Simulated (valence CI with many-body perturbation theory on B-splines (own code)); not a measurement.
# E1 transitions of Ag XLIII

Method: relativistic CI+MBPT: three valence electrons over a frozen Dirac-Fock core [He], radial functions for each j: 11 s, 11 p, 9 d, 7 f, 5 g, 2 h, 1 i, with the one-electron correlation potential Σ1, the two-electron term Σ2, the three-electron term Σ3, Breit, model QED; selected CI, second order for the rest (own B-spline code, finite nucleus).

No measured spectrum was set against this ion. As an estimate, large intervals hold to a few tenths of a per cent, small ones and those within an open d or f shell to about a per cent.

Lines 51 to 100 of 272 in falling wavelength, among levels below 4409.0 eV, chosen from the strongest by gf and those to the six lowest levels. Wavelengths and rates use the calculated energies. Electric multipoles are in the length gauge, E1 and E2 with the static RPA response of the core. Weak lines are less certain than strong ones. Lines between different terms over intervals too small for the method are left out, as are lines whose strength nearly cancels. The highest levels of a list are the least certain.

Levels are named by their leading jj configuration (3d3/2^4 stands for four electrons in 3d with j = 3/2), which in mixed levels can hold well under half, so a name can repeat and another be missing. Letters in brackets count levels of one name in rising energy.

```tsv
λ vac (nm)	Upper	Lower	A (s⁻¹)	log gf	Branch %
6.589	(2p1/2^2 2p3/2) J=3/2	(2s 2p1/2 2p3/2) J=5/2	3.59e+10	-1.03	15.1
5.760	(2p1/2^2 2p3/2) J=3/2	(2s 2p1/2 2p3/2) J=3/2 [a]	1.37e+10	-1.57	5.8
4.042	(2s 2p3/2^2) J=5/2	(2s^2 2p3/2) J=3/2	5.50e+10	-1.09	99.9
3.978	(2p1/2 2p3/2^2) J=3/2	(2s 2p1/2 2p3/2) J=1/2	1.25e+11	-0.93	30.2
3.942	(2p1/2 2p3/2^2) J=3/2	(2s 2p1/2 2p3/2) J=3/2 [b]	2.80e+10	-1.58	6.8
3.739	(2p3/2^3) J=3/2	(2s 2p3/2^2) J=3/2	3.73e+11	-0.50	61.5
3.735	(2p1/2 2p3/2^2) J=5/2	(2s 2p1/2 2p3/2) J=3/2 [b]	1.40e+11	-0.75	41.1
3.729	(2p1/2 2p3/2 3d5/2) J=9/2	(2s 2p1/2 3d5/2) J=7/2	1.06e+11	-0.65	17.2
3.715	(2p1/2 2p3/2 3d5/2) J=7/2	(2s 2p1/2 3d5/2) J=5/2 [a]	1.17e+11	-0.71	2.0
3.714	(2p1/2 2p3/2 3p3/2) J=7/2	(2s 2p1/2 3p3/2) J=5/2	1.36e+11	-0.65	0.2
3.683	(2p1/2 2p3/2 3p3/2) J=5/2 [a]	(2s 2p1/2 3p3/2) J=3/2 [a]	1.22e+11	-0.83	0.2
3.668	(2s 2p3/2 3d5/2) J=7/2 [b]	(2s^2 3d5/2) J=5/2	1.93e+11	-0.51	0.2
3.648	(2p1/2 2p3/2 3d3/2) J=7/2	(2s 2p1/2 3d3/2) J=5/2	1.04e+11	-0.78	4.4
3.630	(2p1/2 2p3/2 3p1/2) J=3/2 [b]	(2s 2p1/2 3p1/2) J=1/2 [b]	1.46e+11	-0.94	0.2
3.624	(2s 2p3/2 3d3/2) J=5/2 [b]	(2s^2 3d3/2) J=3/2	1.70e+11	-0.70	0.1
3.613	(2s 2p3/2 3p3/2) J=5/2 [b]	(2s^2 3p3/2) J=3/2	1.80e+11	-0.67	0.9
3.609	(2p1/2 2p3/2 3d3/2) J=3/2 [a]	(2s 2p1/2 3d3/2) J=3/2 [a]	1.40e+11	-0.96	0.2
3.595	(2p1/2 2p3/2 3s) J=5/2	(2s 2p1/2 3s) J=3/2	1.66e+11	-0.71	0.5
3.594	(2p1/2 2p3/2 3p1/2) J=5/2	(2s 2p1/2 3p1/2) J=3/2	1.47e+11	-0.77	0.3
3.579	(2s 2p3/2 3p1/2) J=1/2	(2s^2 3p1/2) J=1/2	2.73e+11	-0.98	0.8
3.575	(2s 2p3/2 3s) J=1/2	(2s^2 3s) J=1/2	2.75e+11	-0.98	0.5
3.561	(2s 2p3/2 3d5/2) J=5/2 [b]	(2s^2 3d5/2) J=5/2	2.48e+11	-0.55	0.1
3.551	(2s 2p3/2 3s) J=3/2 [b]	(2s^2 3s) J=1/2	2.48e+11	-0.73	1.0
3.544	(2s 2p3/2 3p1/2) J=3/2 [b]	(2s^2 3p1/2) J=1/2	1.57e+11	-0.93	0.6
3.539	(2s 2p3/2 3d3/2) J=3/2 [b]	(2s^2 3d3/2) J=3/2	1.51e+11	-0.95	0.1
3.533	(2s 2p3/2 3d5/2) J=3/2 [b]	(2s^2 3d5/2) J=5/2	2.91e+11	-0.66	0.1
3.468	(2p1/2 2p3/2^2) J=3/2	(2s 2p1/2 2p3/2) J=5/2	2.77e+10	-1.70	6.7
3.459	(2s 2p1/2 2p3/2) J=3/2 [b]	(2s^2 2p1/2) J=1/2	2.45e+11	-0.76	98.6
3.433	(2s 2p1/2 2p3/2) J=1/2	(2s^2 2p1/2) J=1/2	3.48e+11	-0.91	98.4
3.399	(2p1/2 2p3/2^2) J=1/2	(2s 2p1/2 2p3/2) J=3/2 [b]	3.47e+11	-0.92	69.5
3.358	(2s 2p3/2^2) J=1/2	(2s^2 2p3/2) J=3/2	2.92e+11	-1.01	99.8
3.348	(2s 2p3/2^2) J=3/2	(2s^2 2p3/2) J=3/2	4.70e+11	-0.50	97.3
3.339	(2p1/2^2 2p3/2) J=3/2	(2s 2p1/2^2) J=1/2	1.75e+11	-0.93	73.7
3.306	(2p1/2 2p3/2^2) J=5/2	(2s 2p1/2 2p3/2) J=5/2	1.72e+11	-0.77	50.3
3.223	(2p1/2 2p3/2^2) J=3/2	(2s 2p1/2 2p3/2) J=3/2 [a]	2.06e+11	-0.89	49.8
3.084	(2p1/2 2p3/2^2) J=5/2	(2s 2p1/2 2p3/2) J=3/2 [a]	3.38e+09	-2.54	1.0
2.302	(2p3/2^3) J=3/2	(2s 2p1/2 2p3/2) J=3/2 [b]	1.14e+10	-2.44	1.9
2.293	(2p1/2 2p3/2^2) J=3/2	(2s 2p1/2^2) J=1/2	9.01e+09	-2.55	2.2
2.193	(2s 2p3/2^2) J=3/2	(2s^2 2p1/2) J=1/2	1.27e+10	-2.44	2.6
0.3552	(2s^2 3p1/2) J=1/2	(2s 2p1/2 2p3/2) J=3/2 [b]	1.02e+12	-2.41	61.1
0.3507	(2s 2p1/2 3s) J=1/2 [a]	(2s 2p1/2 2p3/2) J=3/2 [b]	1.62e+12	-2.22	4.8
0.3502	(2s^2 3p3/2) J=3/2	(2s 2p1/2 2p3/2) J=3/2 [b]	9.02e+11	-2.18	5.9
0.3484	(2s 2p1/2 3s) J=3/2	(2s 2p1/2 2p3/2) J=3/2 [b]	1.98e+12	-1.84	7.7
0.3476	(2s 2p1/2 3s) J=1/2 [b]	(2s 2p1/2 2p3/2) J=3/2 [b]	1.41e+13	-1.29	57.1
0.3472	(2p1/2 2p3/2 3s) J=5/2	(2p1/2 2p3/2^2) J=5/2	1.03e+13	-0.95	33.2
0.3460	(2s^2 3p3/2) J=3/2	(2s 2p1/2 2p3/2) J=5/2	1.02e+13	-1.14	66.6
0.3456	(2s 2p3/2 3s) J=5/2	(2s 2p3/2^2) J=5/2	1.25e+13	-0.87	63.6
0.3443	(2s 2p1/2 3s) J=3/2	(2s 2p1/2 2p3/2) J=5/2	1.09e+13	-1.11	42.7
0.3442	(2s 2p3/2 3s) J=3/2 [a]	(2s 2p3/2^2) J=5/2	2.22e+13	-0.80	53.6
0.3439	(2s 2p1/2 3s) J=1/2 [a]	(2s 2p1/2 2p3/2) J=3/2 [a]	2.54e+13	-1.05	76.2
```
